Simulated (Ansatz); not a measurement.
Two isomers of C2H6O2Si: A = `O=CC(O)[SiH3]`, B = `C=C(O)[SiH2]O`.

Gas-phase electronic energies from Ansatz, PBE0-D4/def2-TZVP geometries. CBS: MP2 limit from def2 TZ/QZ plus the TZ coupled-cluster correction, frozen cores. Functionals use def2-TZVPP. B3LYP here is the variant with VWN-RPA as its local correlation; programs differ in this. Each species was taken in one conformer, which may not be the lowest.

Task: Which is lower in electronic energy at CCSD(T)/CBS, and by how much? (An estimate is asked.)

Result: Ansatz gave: B, by 34.1 kcal/mol.

Task: Give E(B) − E(A) in kcal/mol with B3LYP-D4, B3LYP, MP2/def2-TZVPP, CCSD/def2-TZVPP, LDA (SPW92), CCSD(T)/def2-SVP, r2SCAN-D4. (Estimate.)

Result: The calculation gave: B3LYP-D4 -31.7, B3LYP -31.8, MP2/def2-TZVPP -34.1, CCSD/def2-TZVPP -33.0, LDA (SPW92) -28.6, CCSD(T)/def2-SVP -23.6, r2SCAN-D4 -31.1. None reverses the order clearly.

Task: Does the order hold for the free energy at 298.15 K (harmonic terms from PBE0-D4)? (An estimate is asked.)

Result: The calculation gave: Yes: G(B) − G(A) = -33.2 kcal/mol, for one conformer each.

Largest T1 diagnostic: 0.015.

From PBE to PBE0 (25 % exact exchange), in def2-TZVPP and without D4, E(B) − E(A) moves by −2.1 kcal/mol. Leaving LDA and LC-ωPBE aside and taking each functional with its dispersion term where it has one, the values, not all of them listed here, spread over 6.6 kcal/mol, from BHLYP-D4 to revPBE-D4.
